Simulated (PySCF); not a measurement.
# Where the electron goes

Species: CH2F3P3.
SMILES with atom numbers: `[F:1][C:2]([F:3])([F:4])[p:5]1[pH:6][pH:7]1` (hydrogens: H8 on P6; H9 on P7)

Cartesian coordinates in Å at the GFN2-xTB level; atoms count from 1:
```
atom  x, y, z in Å
F1    -1.7500   -1.2497    0.5086
C2    -1.3229   -0.0759    0.0209
F3    -2.3519    0.7710    0.0778
F4    -1.0623   -0.2826   -1.2822
P5     0.1254    0.5973    1.0277
P6     1.4362    0.9910   -0.6545
P7     1.6948   -0.8433    0.5008
H8     2.3221    1.7248    0.1516
H9     0.9222   -1.6266   -0.3758
```

The calculation used TDDFT B3LYP/def2-SVPD, vertical, gas phase, core orbitals frozen in the response in PySCF.

Frontier orbitals with the atoms that hold most of them (Löwdin shares over 4%, at most four atoms; ? is withheld):

| orbital | ε (eV) | atoms |
| --- | --- | --- |
| LUMO+2 | -0.76 | P7 39%, P6 24%, P5 16%, H9 6% |
| LUMO+1 | -1.01 | P5 31%, P6 23%, P7 23%, H9 7% |
| LUMO | -1.27 | ? |
| HOMO | -7.63 | P7 39%, P6 25%, P5 23%, H9 5% |
| HOMO-1 | -8.01 | ? |
| HOMO-2 | -8.24 | P5 36%, P7 36%, P6 10%, H8 4% |
| HOMO-3 | -9.47 | P5 21%, P7 21%, P6 19%, C2 11% |

Problem. Give the leading atoms of the LUMO.

Solution. P5 (bonded to C and 2 P) 32%; P6 (bonded to 2 P and H) 29%; P7 (bonded to 2 P and H) 27%.

Problem. Which atoms hold the HOMO-1, and with what shares?

Solution. P6 (bonded to 2 P and H) 48%; P5 (bonded to C and 2 P) 27%; P7 (bonded to 2 P and H) 13%; H8 (bonded to P) 5%. By element: phosphorus 88%, hydrogen 5% or more.

Problem. The HOMO–LUMO gap is 6.37 eV. Where does the response calculation put the lowest singlet, and from which orbitals?

Solution. S1 is at 5.44 eV (f = 0.0029), 0.93 eV below the gap, made of HOMO→LUMO (83%). 

Problem. Give energy, strength and leading configuration of S1 and S2, and follow the Löwdin shares of the leading atoms from the occupied to the empty orbital.

Solution. 
- S1 (5.44 eV, f 0.0029), HOMO→LUMO (83%): P7 39% → 27%, P6 25% → 29%, P5 23% → 32%
- S2 (5.67 eV, f 0.0038), HOMO→LUMO+1 (77%): P7 39% → 23%, P6 25% → 23%, P5 23% → 31%
